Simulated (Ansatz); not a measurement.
Consider the formal exchange of groups at the Al–C bond: `[AlH2][CH2][SiH3]` + `O[SiH2]F` → `O[SiH](F)[AlH2]` + `C[SiH3]`.

Program: Ansatz. Geometries: PBE0-D4/def2-TZVP. ΔE: electronic, gas phase. CBS: MP2 limit from def2 TZ/QZ plus the TZ coupled-cluster correction, frozen cores. This one scheme is used for every species. Functionals use def2-TZVPP. One conformer a species, not always the lowest.

CCSD(T)/CBS gives +6.7 kcal/mol.

Question: Another level gave +4.0 kcal/mol. Which?
A. MP2/def2-TZVPP
B. revPBE/def2-TZVPP
C. r2SCANh/def2-TZVPP
D. PBE0/def2-TZVPP

Answer: D. PBE0 4.0, r2SCANh 6.3, revPBE 2.5, MP2/def2-TZVPP 8.9 kcal/mol.

Largest T1 diagnostic among the species: 0.012.

From PBE to PBE0 (25 % exact exchange), in def2-TZVPP and without D4, ΔE moves by +1.1 kcal/mol. Leaving LDA and LC-ωPBE aside and taking each functional with its dispersion term where it has one, the values, not all of them listed here, spread over 4.3 kcal/mol, from PBE-D4 to ωB97M-V. LDA lies +1.4 kcal/mol from PBE without D4.
